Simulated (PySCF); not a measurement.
C₂H₇NSi. Atoms are numbered in the order given.

```xyz
11

C     -0.4438     0.1252    -1.1607
N     -1.2480    -0.2691     0.0000
C     -0.4438     0.1252     1.1607
Si     1.0537    -0.0399     0.0000
H     -0.5517    -0.5423    -2.0309
H     -0.5924     1.1719    -1.5025
H     -2.2168     0.0442     0.0000
H     -0.5924     1.1719     1.5025
H     -0.5517    -0.5423     2.0309
H      2.1097     1.0190     0.0000
H      1.7051    -1.3828     0.0000
```

Geometry optimised at PBE0-D3(BJ)/def2-SVP.

Level of theory: PySCF with HF/def2-TZVP.

ESP charges are fitted to the potential on shells at 1.4 to 2.0 van der Waals radii. Atomic charges (e):

```csv
atom,meta-Löwdin,Löwdin,ESP fit,Mulliken
C1,-0.32,-0.40,-0.07,-0.26
N2,-0.40,-0.06,-0.64,-0.40
C3,-0.32,-0.40,-0.07,-0.26
Si4,0.77,0.38,0.33,0.44
H5,0.09,0.11,0.07,0.11
H6,0.07,0.11,0.07,0.09
H7,0.21,0.15,0.34,0.20
H8,0.07,0.11,0.07,0.09
H9,0.09,0.11,0.07,0.11
H10,-0.14,-0.06,-0.10,-0.06
H11,-0.14,-0.05,-0.07,-0.05
```

Computed Mayer and Wiberg (Löwdin basis) orders of the bonds:
```csv
bond,Mayer,Wiberg
C1–N2,0.93,1.33
N2–C3,0.93,1.33
C1–Si4,0.95,1.08
C3–Si4,0.95,1.08
C1–H5,0.98,0.91
C1–H6,0.96,0.89
N2–H7,0.93,0.92
C3–H8,0.96,0.89
C3–H9,0.98,0.91
Si4–H10,0.97,0.95
Si4–H11,0.98,0.94
```
